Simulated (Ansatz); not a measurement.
# Nudged elastic band run: CH6Ge

The input (input.yaml):

```yaml
crystal:
  periodic: [false, false, false]
  atoms:
    - { symbol: Ge, position_ang: [0.40164, 0.013155, 0.044701] }
    - { symbol: C, position_ang: [0.932653, -0.014885, 1.938581] }
    - { symbol: H, position_ang: [0.048029, -0.128837, 2.582643] }
    - { symbol: H, position_ang: [1.617223, -0.8544, 2.130857] }
    - { symbol: H, position_ang: [1.443049, 0.922331, 2.205997] }
    - { symbol: H, position_ang: [1.644736, 0.163159, -0.859823] }
    - { symbol: H, position_ang: [-0.551274, 1.197333, -0.230452] }
    - { symbol: H, position_ang: [-0.323556, -1.297856, -0.331305] }
basis:
  gaussian: { orbitals: def2-SVP }
hamiltonian:
  xc: b3lyp
neb:
  order_check: false
  images: 5
  f_tol: 0.05
  max_iterations: 10
  final_atoms:
    - { symbol: Ge, position_ang: [0.08860966, -0.00351927, -1.01718261] }
    - { symbol: C, position_ang: [1.33795245, 0.01910616, 1.8436451] }
    - { symbol: H, position_ang: [0.26550276, -0.17199225, 1.97837697] }
    - { symbol: H, position_ang: [1.9199671, -0.80458968, 2.27914104] }
    - { symbol: H, position_ang: [1.6082813, 0.97466106, 2.31323712] }
    - { symbol: H, position_ang: [1.61052628, 0.08226073, 0.76811357] }
    - { symbol: H, position_ang: [-0.8505824, 1.09342148, -0.32227744] }
    - { symbol: H, position_ang: [-0.76775715, -1.18934823, -0.36185476] }
  initial_path:
    images:
      - { positions_ang: [[0.40164, 0.013155, 0.044701], [0.932653, -0.014885, 1.938581], [0.048029, -0.128837, 2.582643], [1.617223, -0.8544, 2.130857], [1.443049, 0.922331, 2.205997], [1.644736, 0.163159, -0.859823], [-0.551274, 1.197333, -0.230452], [-0.323556, -1.297856, -0.331305]] }
      - { positions_ang: [[0.27089164, 0.01155536, 0.02765423], [1.03167315, -0.01241614, 1.88428631], [0.10710634, -0.19089481, 2.43318523], [1.74174729, -0.81089437, 2.13704115], [1.44935316, 0.95141627, 2.18894292], [1.67188026, 0.10862764, -0.46214588], [-0.604342, 1.22462134, -0.32764189], [-0.45580984, -1.28201529, -0.40012307]] }
      - { positions_ang: [[0.14014328, 0.00995571, 0.01060746], [1.1306933, -0.00994728, 1.82999162], [0.16618368, -0.25295262, 2.28372745], [1.86627159, -0.76738875, 2.1432253], [1.45565732, 0.98050155, 2.17188885], [1.69902451, 0.05409628, -0.06446876], [-0.65741, 1.25190969, -0.42483177], [-0.58806369, -1.26617459, -0.46894114]] }
      - { positions_ang: [[0.00939492, 0.00835607, -0.00643931], [1.22971345, -0.00747841, 1.77569693], [0.22526102, -0.31501043, 2.13426968], [1.99079588, -0.72388312, 2.14940945], [1.46196148, 1.00958682, 2.15483477], [1.72616877, -0.00043507, 0.33320836], [-0.710478, 1.27919803, -0.52202166], [-0.72031753, -1.25033388, -0.53775921]] }
      - { positions_ang: [[0.03579984, 0.00439762, -0.34335374], [1.26579312, 0.00138311, 1.79834632], [0.23867494, -0.2673377, 2.08230544], [1.96718629, -0.75078531, 2.19265331], [1.51073475, 0.9979449, 2.20763555], [1.68762127, 0.02713019, 0.47817676], [-0.75717947, 1.21727251, -0.45544025], [-0.73613074, -1.23000533, -0.4791244]] }
      - { positions_ang: [[0.06220475, 0.00043918, -0.68026818], [1.30187278, 0.01024463, 1.82099571], [0.25208885, -0.21966498, 2.03034121], [1.94357669, -0.77768749, 2.23589718], [1.55950802, 0.98630298, 2.26043634], [1.64907377, 0.05469546, 0.62314517], [-0.80388093, 1.15534699, -0.38885885], [-0.75194394, -1.20967678, -0.42048958]] }
      - { positions_ang: [[0.08860966, -0.00351927, -1.01718261], [1.33795245, 0.01910616, 1.8436451], [0.26550276, -0.17199225, 1.97837697], [1.9199671, -0.80458968, 2.27914104], [1.6082813, 0.97466106, 2.31323712], [1.61052628, 0.08226073, 0.76811357], [-0.8505824, 1.09342148, -0.32227744], [-0.76775715, -1.18934823, -0.36185476]] }
```

Run as:

```bash
$ ansatz run input.yaml --threads 1 --pin off --max-ram 2048MiB --backend cpu --events-out ev --progress --plain --runs-dir out
```

Output, in part (warnings, iteration lines, the closing report on the highest movable image, with atoms numbered from 0):

```
NEB end point (image 0): max|allowed force component| = 1.262e-2 eV/Å (the criterion of neb.relax_end_points is 1.000e-2)
NEB end point (image 6): max|allowed force component| = 2.319e-2 eV/Å (the criterion of neb.relax_end_points is 1.000e-2)
NEB iter   1: max|band force component| = 3.818e0 eV/Å  barrier→ = 4.5226 eV  barrier← = 3.2721 eV  Δτ_max = 0.2000 Å  (166 SCF iters)
NEB iter   2: max|band force component| = 1.979e0 eV/Å  barrier→ = 2.8910 eV  barrier← = 1.6404 eV  Δτ_max = 0.1879 Å  (132 SCF iters)
NEB iter   3: max|band force component| = 1.999e0 eV/Å  barrier→ = 2.3876 eV  barrier← = 1.1371 eV  Δτ_max = 0.1000 Å  (126 SCF iters)
NEB iter   4: max|band force component| = 7.066e-1 eV/Å  barrier→ = 2.4652 eV  barrier← = 1.2147 eV  Δτ_max = 0.0550 Å  (122 SCF iters)
NEB iter   5: max|band force component| = 1.208e0 eV/Å  barrier→ = 2.5010 eV  barrier← = 1.2504 eV  CI = image 3  Δτ_max = 0.1492 Å  (116 SCF iters)
NEB iter   6: max|band force component| = 4.616e-1 eV/Å  barrier→ = 2.6423 eV  barrier← = 1.3917 eV  CI = image 3  Δτ_max = 0.0379 Å  (125 SCF iters)
NEB iter   7: max|band force component| = 1.714e-1 eV/Å  barrier→ = 2.6330 eV  barrier← = 1.3825 eV  CI = image 3  Δτ_max = 0.0289 Å  (119 SCF iters)
NEB iter   8: max|band force component| = 4.679e-2 eV/Å  barrier→ = 2.6307 eV  barrier← = 1.3802 eV  CI = image 3  Δτ_max = 0.0000 Å  (232 SCF iters)
Total energy: -57643.84502605 eV, -2118.3722323057 hartree
Atom 0 at     0.276208     0.016454    -0.483473 Å, force    -0.018935    -0.013168     0.026468 eV/Å
Atom 1 at     1.053284    -0.004745     1.758042 Å, force     0.021554    -0.023271     0.002434 eV/Å
Atom 2 at     0.123610    -0.304209     2.255736 Å, force     0.019762     0.032358    -0.040789 eV/Å
Atom 3 at     1.855603    -0.719000     1.982904 Å, force    -0.010570    -0.015270    -0.008853 eV/Å
Atom 4 at     1.346874     1.018484     2.018468 Å, force    -0.013518     0.008163     0.002726 eV/Å
Atom 5 at     1.667111    -0.014001     0.204461 Å, force     0.007804     0.011932     0.028523 eV/Å
Atom 6 at    -0.555048     1.259964    -0.084243 Å, force    -0.006415    -0.009628    -0.003327 eV/Å
Atom 7 at    -0.555143    -1.252948    -0.170696 Å, force     0.000318     0.008884    -0.007181 eV/Å
Dipole moment:     0.059368    -0.003010     0.195177 e Å
```

The run converged. Neighbouring images differ by up to 1.2 eV, so the band resolves the path poorly. The order of the stationary point at the top wasn't checked. The orbitals stay closed-shell, which can raise the energy where a bond breaks towards radicals; this wasn't checked here.

Final band (atoms are numbered from 1 in the order of the input):

| image | path coordinate (Å) | energy (eV) | Ge1–C2 (Å) | Ge1–H6 (Å) | C2–H6 (Å) |
| --- | --- | --- | --- | --- | --- |
| 0 | 0.00 | 0.00 | 1.97 | 1.54 | 2.89 |
| 1 | 0.53 | 0.18 | 1.95 | 1.53 | 2.58 |
| 2 | 1.07 | 1.41 | 2.05 | 1.49 | 2.09 |
| 3 | 1.60 | 2.63 | 2.37 | 1.55 | 1.67 |
| 4 | 2.07 | 1.76 | 2.56 | 1.77 | 1.23 |
| 5 | 2.53 | 1.28 | 2.91 | 2.10 | 1.12 |
| 6 | 3.00 | 1.25 | 3.12 | 2.35 | 1.11 |

The run took 82 s on 1 thread of Arm Neoverse V2 (shared host), peak memory 0.15 GiB.
